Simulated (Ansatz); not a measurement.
Computed with PBE-D3(BJ)/def2-SVP in Ansatz (an electronic-structure program). No frequencies were computed at this level.

Ansatz 0.2 input:
```yaml
crystal:
  periodic: [false, false, false]
  atoms:
    - { symbol: Zn, position_ang: [-0.064755, 0.041186, 0.470589] }
    - { symbol: S, position_ang: [0.800088, 2.026781, -0.183173] }
    - { symbol: H, position_ang: [0.779173, 2.63438, 0.989003] }
    - { symbol: S, position_ang: [-0.766664, -2.046855, -0.045357] }
    - { symbol: H, position_ang: [-1.081041, -2.445756, 1.175429] }
basis:
  gaussian: { orbitals: def2-svp }
hamiltonian:
  xc: pbe
  dispersion: d3bj
relax:
  max_steps: 150
```

Output:

```
[...]
mean field evaluation 4: about -70093.9737 eV, gradient 3.7e0 eV
mean field evaluation 8: about -70093.9619 eV, gradient 2.2e-2 eV
mean field -70093.96187315 eV, -2575.9055874446 hartree, gradient 9.6e-6 eV, S^2 0.000000; 0 other end points of the search recorded, 0 dependent functions left out
reference -70093.96191067 eV, -2575.9055888234 hartree; 32, 32 occupied and 45, 45 virtual orbitals, 884 factors
relax step   1: F+E_penalty+E_count = -70094.06767421 eV  Δ(F+E_penalty+E_count) = +0.000e0 eV  max|allowed force component| = 1.088e0 eV/Å  Δτ_max = 0.0000 Å  (25 SCF iters, accepted)
these checks for a lower state are left out or cut short: starts, cluster_reference, orbital_swaps, neighbouring_geometries, increment
884 factors; their error is unknown
mean field evaluation 16: about -70094.0336 eV, gradient 7.3e0 eV
mean field -70094.12565793 eV, -2575.9116064243 hartree, gradient 1.4e-5 eV, S^2 0.000000; 0 other end points of the search recorded, 0 dependent functions left out
reference -70094.12569514 eV, -2575.9116077915 hartree; 32, 32 occupied and 45, 45 virtual orbitals, 884 factors
relax step   2: F+E_penalty+E_count = -70094.23258788 eV  Δ(F+E_penalty+E_count) = -1.649e-1 eV  max|allowed force component| = 5.261e-1 eV/Å  Δτ_max = 0.1917 Å  (27 SCF iters, accepted)
these checks for a lower state are left out or cut short: starts, cluster_reference, orbital_swaps, neighbouring_geometries, increment
884 factors; their error is unknown
mean field -70094.17411492 eV, -2575.9133871855 hartree, gradient 8.7e-6 eV, S^2 0.000000; 0 other end points of the search recorded, 0 dependent functions left out
reference -70094.17415303 eV, -2575.9133885862 hartree; 32, 32 occupied and 45, 45 virtual orbitals, 884 factors
relax step   3: F+E_penalty+E_count = -70094.28043986 eV  Δ(F+E_penalty+E_count) = -4.785e-2 eV  max|allowed force component| = 1.845e-1 eV/Å  Δτ_max = 0.1995 Å  (26 SCF iters, accepted)
these checks for a lower state are left out or cut short: starts, cluster_reference, orbital_swaps, neighbouring_geometries, increment
884 factors; their error is unknown
mean field evaluation 32: about -70094.2054 eV, gradient 1.3e-1 eV
mean field -70094.20549135 eV, -2575.9145402481 hartree, gradient 2.1e-5 eV, S^2 0.000000; 0 other end points of the search recorded, 0 dependent functions left out
reference -70094.20552862 eV, -2575.9145416180 hartree; 32, 32 occupied and 45, 45 virtual orbitals, 884 factors
relax step   4: F+E_penalty+E_count = -70094.31293845 eV  Δ(F+E_penalty+E_count) = -3.250e-2 eV  max|allowed force component| = 4.505e-1 eV/Å  Δτ_max = 0.1953 Å  (26 SCF iters, accepted)
these checks for a lower state are left out or cut short: starts, cluster_reference, orbital_swaps, neighbouring_geometries, increment
884 factors; their error is unknown
mean field -70094.21577396 eV, -2575.9149181273 hartree, gradient 3.5e-5 eV, S^2 0.000000; 0 other end points of the search recorded, 0 dependent functions left out
reference -70094.21581129 eV, -2575.9149194991 hartree; 32, 32 occupied and 45, 45 virtual orbitals, 884 factors
relax step   5: F+E_penalty+E_count = -70094.32342187 eV  Δ(F+E_penalty+E_count) = -1.048e-2 eV  max|allowed force component| = 1.611e-1 eV/Å  Δτ_max = 0.0363 Å  (24 SCF iters, accepted)
these checks for a lower state are left out or cut short: starts, cluster_reference, orbital_swaps, neighbouring_geometries, increment
884 factors; their error is unknown
mean field -70094.21842473 eV, -2575.9150155413 hartree, gradient 2.4e-5 eV, S^2 0.000000; 0 other end points of the search recorded, 0 dependent functions left out
reference -70094.21846201 eV, -2575.9150169113 hartree; 32, 32 occupied and 45, 45 virtual orbitals, 884 factors
relax step   6: F+E_penalty+E_count = -70094.32624912 eV  Δ(F+E_penalty+E_count) = -2.827e-3 eV  max|allowed force component| = 1.130e-2 eV/Å  Δτ_max = 0.0433 Å  (24 SCF iters, accepted)
these checks for a lower state are left out or cut short: starts, cluster_reference, orbital_swaps, neighbouring_geometries, increment
884 factors; their error is unknown
mean field -70094.21885122 eV, -2575.9150312144 hartree, gradient 2.6e-5 eV, S^2 0.000000; 0 other end points of the search recorded, 0 dependent functions left out
reference -70094.21888847 eV, -2575.9150325832 hartree; 32, 32 occupied and 45, 45 virtual orbitals, 884 factors
relax step   7: F+E_penalty+E_count = -70094.32675930 eV  Δ(F+E_penalty+E_count) = -5.102e-4 eV  max|allowed force component| = 8.979e-3 eV/Å  Δτ_max = 0.0204 Å  (24 SCF iters, accepted)
these checks for a lower state are left out or cut short: starts, cluster_reference, orbital_swaps, neighbouring_geometries, increment
884 factors; their error is unknown
mean field -70094.21793377 eV, -2575.9149974985 hartree, gradient 2.7e-5 eV, S^2 0.000000; 0 other end points of the search recorded, 0 dependent functions left out
reference -70094.21797074 eV, -2575.9149988572 hartree; 32, 32 occupied and 45, 45 virtual orbitals, 884 factors
relax step   8: F+E_penalty+E_count = -70094.32611264 eV  Δ(F+E_penalty+E_count) = +6.467e-4 eV  max|allowed force component| = 2.727e-1 eV/Å  Δτ_max = 0.1051 Å  (26 SCF iters, rejected (line search))
these checks for a lower state are left out or cut short: starts, cluster_reference, orbital_swaps, neighbouring_geometries, increment
884 factors; their error is unknown
mean field -70094.22087615 eV, -2575.9151056292 hartree, gradient 7.2e-5 eV, S^2 0.000000; 0 other end points of the search recorded, 0 dependent functions left out
reference -70094.22091333 eV, -2575.9151069956 hartree; 32, 32 occupied and 45, 45 virtual orbitals, 884 factors
relax step   9: F+E_penalty+E_count = -70094.32885819 eV  Δ(F+E_penalty+E_count) = -2.099e-3 eV  max|allowed force component| = 6.273e-2 eV/Å  Δτ_max = 0.0512 Å  (24 SCF iters, accepted)
these checks for a lower state are left out or cut short: starts, cluster_reference, orbital_swaps, neighbouring_geometries, increment
884 factors; their error is unknown
mean field evaluation 64: about -70094.1112 eV, gradient 6.3e0 eV
mean field -70094.21681535 eV, -2575.9149563976 hartree, gradient 7.4e-6 eV, S^2 0.000000; 0 other end points of the search recorded, 0 dependent functions left out
reference -70094.21685221 eV, -2575.9149577522 hartree; 32, 32 occupied and 45, 45 virtual orbitals, 884 factors
relax step  10: F+E_penalty+E_count = -70094.32491995 eV  Δ(F+E_penalty+E_count) = +3.938e-3 eV  max|allowed force component| = 4.617e-1 eV/Å  Δτ_max = 0.0990 Å  (27 SCF iters, rejected (line search))
these checks for a lower state are left out or cut short: starts, cluster_reference, orbital_swaps, neighbouring_geometries, increment
884 factors; their error is unknown
mean field -70094.22443451 eV, -2575.9152363966 hartree, gradient 7.3e-5 eV, S^2 0.000000; 0 other end points of the search recorded, 0 dependent functions left out
reference -70094.22447168 eV, -2575.9152377625 hartree; 32, 32 occupied and 45, 45 virtual orbitals, 884 factors
relax step  11: F+E_penalty+E_count = -70094.33242709 eV  Δ(F+E_penalty+E_count) = -3.569e-3 eV  max|allowed force component| = 6.955e-2 eV/Å  Δτ_max = 0.0495 Å  (22 SCF iters, accepted)
these checks for a lower state are left out or cut short: starts, cluster_reference, orbital_swaps, neighbouring_geometries, increment
884 factors; their error is unknown
mean field -70094.22815957 eV, -2575.9153732900 hartree, gradient 6.9e-5 eV, S^2 0.000000; 0 other end points of the search recorded, 0 dependent functions left out
reference -70094.22819674 eV, -2575.9153746557 hartree; 32, 32 occupied and 45, 45 virtual orbitals, 884 factors
relax step  12: F+E_penalty+E_count = -70094.33612623 eV  Δ(F+E_penalty+E_count) = -3.699e-3 eV  max|allowed force component| = 1.391e-1 eV/Å  Δτ_max = 0.0488 Å  (23 SCF iters, accepted)
these checks for a lower state are left out or cut short: starts, cluster_reference, orbital_swaps, neighbouring_geometries, increment
884 factors; their error is unknown
mean field -70094.23276352 eV, -2575.9155424821 hartree, gradient 2.0e-5 eV, S^2 0.000000; 0 other end points of the search recorded, 0 dependent functions left out
reference -70094.23280053 eV, -2575.9155438420 hartree; 32, 32 occupied and 45, 45 virtual orbitals, 884 factors
relax step  13: F+E_penalty+E_count = -70094.34078502 eV  Δ(F+E_penalty+E_count) = -4.659e-3 eV  max|allowed force component| = 2.746e-1 eV/Å  Δτ_max = 0.0749 Å  (26 SCF iters, accepted)
these checks for a lower state are left out or cut short: starts, cluster_reference, orbital_swaps, neighbouring_geometries, increment
884 factors; their error is unknown
mean field -70094.24590190 eV, -2575.9160253085 hartree, gradient 2.5e-5 eV, S^2 0.000000; 0 other end points of the search recorded, 0 dependent functions left out
reference -70094.24593906 eV, -2575.9160266740 hartree; 32, 32 occupied and 45, 45 virtual orbitals, 884 factors
relax step  14: F+E_penalty+E_count = -70094.35404041 eV  Δ(F+E_penalty+E_count) = -1.326e-2 eV  max|allowed force component| = 7.162e-2 eV/Å  Δτ_max = 0.1125 Å  (30 SCF iters, accepted)
these checks for a lower state are left out or cut short: starts, cluster_reference, orbital_swaps, neighbouring_geometries, increment
884 factors; their error is unknown
mean field evaluation 96: about -70094.2488 eV, gradient 9.1e-2 eV
mean field -70094.24880868 eV, -2575.9161321306 hartree, gradient 1.4e-5 eV, S^2 0.000000; 0 other end points of the search recorded, 0 dependent functions left out
reference -70094.24884595 eV, -2575.9161335004 hartree; 32, 32 occupied and 45, 45 virtual orbitals, 884 factors
relax step  15: F+E_penalty+E_count = -70094.35698918 eV  Δ(F+E_penalty+E_count) = -2.949e-3 eV  max|allowed force component| = 1.612e-1 eV/Å  Δτ_max = 0.0668 Å  (25 SCF iters, accepted)
these checks for a lower state are left out or cut short: starts, cluster_reference, orbital_swaps, neighbouring_geometries, increment
884 factors; their error is unknown
mean field -70094.25270839 eV, -2575.9162754423 hartree, gradient 6.1e-5 eV, S^2 0.000000; 0 other end points of the search recorded, 0 dependent functions left out
reference -70094.25274556 eV, -2575.9162768085 hartree; 32, 32 occupied and 45, 45 virtual orbitals, 884 factors
relax step  16: F+E_penalty+E_count = -70094.36083644 eV  Δ(F+E_penalty+E_count) = -3.847e-3 eV  max|allowed force component| = 1.998e-2 eV/Å  Δτ_max = 0.0613 Å  (24 SCF iters, accepted)
these checks for a lower state are left out or cut short: starts, cluster_reference, orbital_swaps, neighbouring_geometries, increment
884 factors; their error is unknown
mean field -70094.25308063 eV, -2575.9162891220 hartree, gradient 3.0e-5 eV, S^2 0.000000; 0 other end points of the search recorded, 0 dependent functions left out
reference -70094.25311781 eV, -2575.9162904883 hartree; 32, 32 occupied and 45, 45 virtual orbitals, 884 factors
relax step  17: F+E_penalty+E_count = -70094.36119592 eV  Δ(F+E_penalty+E_count) = -3.595e-4 eV  max|allowed force component| = 2.391e-2 eV/Å  Δτ_max = 0.0095 Å  (24 SCF iters, accepted)
these checks for a lower state are left out or cut short: starts, cluster_reference, orbital_swaps, neighbouring_geometries, increment
884 factors; their error is unknown
mean field -70094.24136092 eV, -2575.9158584304 hartree, gradient 1.0e-5 eV, S^2 0.000000; 0 other end points of the search recorded, 0 dependent functions left out
reference -70094.24139812 eV, -2575.9158597977 hartree; 32, 32 occupied and 45, 45 virtual orbitals, 884 factors
relax step  18: F+E_penalty+E_count = -70094.34913503 eV  Δ(F+E_penalty+E_count) = +1.206e-2 eV  max|allowed force component| = 3.846e-1 eV/Å  Δτ_max = 0.1450 Å  (28 SCF iters, rejected (line search))
these checks for a lower state are left out or cut short: starts, cluster_reference, orbital_swaps, neighbouring_geometries, increment
884 factors; their error is unknown
mean field -70094.25418922 eV, -2575.9163298621 hartree, gradient 4.2e-5 eV, S^2 0.000000; 0 other end points of the search recorded, 0 dependent functions left out
reference -70094.25422646 eV, -2575.9163312306 hartree; 32, 32 occupied and 45, 45 virtual orbitals, 884 factors
relax step  19: F+E_penalty+E_count = -70094.36221440 eV  Δ(F+E_penalty+E_count) = -1.018e-3 eV  max|allowed force component| = 5.976e-3 eV/Å  Δτ_max = 0.0494 Å  (24 SCF iters, accepted)
these checks for a lower state are left out or cut short: starts, cluster_reference, orbital_swaps, neighbouring_geometries, increment
884 factors; their error is unknown
mean field -70094.25437579 eV, -2575.9163367181 hartree, gradient 3.1e-5 eV, S^2 0.000000; 0 other end points of the search recorded, 0 dependent functions left out
reference -70094.25441306 eV, -2575.9163380878 hartree; 32, 32 occupied and 45, 45 virtual orbitals, 884 factors
relax step  20: F+E_penalty+E_count = -70094.36232772 eV  Δ(F+E_penalty+E_count) = -1.133e-4 eV  max|allowed force component| = 9.710e-3 eV/Å  Δτ_max = 0.0240 Å  (23 SCF iters, accepted)
884 factors; their error is unknown
mean field evaluation 128: about -70094.3085 eV, gradient 4.2e-2 eV
mean field -70094.25437579 eV, -2575.9163367181 hartree, gradient 3.1e-5 eV, S^2 0.000000; 1 other end points of the search recorded, 0 dependent functions left out
reference -70094.25441306 eV, -2575.9163380878 hartree; 32, 32 occupied and 45, 45 virtual orbitals, 884 factors
Total energy: -70094.36236499 eV, -2575.9203052483 hartree
Atom 0 at    -0.015992     0.010047     0.118137 Å, force    -0.000603     0.000018    -0.000637 eV/Å
Atom 1 at     1.164526     1.843335     0.106396 Å, force    -0.004119     0.009710     0.006312 eV/Å
Atom 2 at     0.248624     2.489366     0.886092 Å, force     0.006977    -0.006685    -0.006053 eV/Å
Atom 3 at    -1.192681    -1.825682     0.099480 Å, force     0.003225    -0.008010     0.009488 eV/Å
Atom 4 at    -0.537676    -2.307330     1.196386 Å, force    -0.005480     0.004968    -0.009110 eV/Å
Dipole moment:    -0.033549     0.021102     0.241784 e Å
```

Cost: very roughly 29 core-seconds.
